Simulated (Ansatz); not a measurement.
`[CH3][In]([NH2])[Br]` + H₂O → `[NH2][In]([OH])[Br]` + CH₄ at 400 K and 1 bar (formal hydrolysis of the In–C bond).

Calculated with Ansatz (gas phase, PBE0-D4/def2-TZVP geometries, no zero-point term in ΔE). CBS: MP2 limit from def2 TZ/QZ plus the TZ coupled-cluster correction, frozen cores. This one scheme is used for every species. def2 core potentials past Kr. For Br, In outer-core shells are correlated without core-valence functions, which leaves a few kJ/mol of doubt a bond. Scalar relativity is left out up to krypton. Each species was taken in one conformer, which may not be the lowest.

```csv
species,CCSD(T)/CBS energy (Eh),H − E (kJ/mol),S (J/(mol·K))
`[CH3][In]([NH2])[Br]`,-2858.97077,195.8,417.8
H₂O,-76.37941,69.8,198.6
`[NH2][In]([OH])[Br]`,-2894.90232,134.2,395.4
CH₄,-40.46206,131.3,197.2
```

H − E and S are ideal-gas, rigid-rotor, harmonic terms from PBE0-D4/def2-TZVP, for one conformer and one mirror image of each species. 1 Eh = 2625.50 kJ/mol, R = 8.31446 J/(mol·K).

**Question.** By hand: ΔE, ΔH, ΔS and ΔG.

**Answer.** ΔE = (-2894.90232) + (-40.46206) − (-2858.97077) − (-76.37941) = -0.01420 Eh = -37.3 kJ/mol. Δ(H − E) = 134.2 + 131.3 − 195.8 − 69.8 = -0.1, so ΔH = -37.4 kJ/mol. ΔS = 395.4 + 197.2 − 417.8 − 198.6 = -23.8 J/(mol·K). ΔG = -37.4 − 400 × (-23.8)/1000 = -27.9 kJ/mol.

**Question.** By hand: the equilibrium constant, and the temperature at which ΔG would vanish if ΔH and ΔS stayed fixed.

**Answer.** log₁₀ K = −ΔG/(RT ln 10) = 3.6. ΔG = 0 at ΔH/ΔS = 1571 K.

ΔH outweighs TΔS. A doubt of 5 kJ/mol in ΔE shifts log₁₀ K by 0.7 here. Other conformers and mirror images would add mixing entropy, several J/(mol·K) or more a flexible species. Modes under 60 cm⁻¹, often nearly free rotors, make the harmonic entropy too high. These are equilibria of isolated gas molecules and say nothing of rates. Largest T1 diagnostic: 0.013 (customary marks: 0.02 for closed shells, 0.045 for open ones).
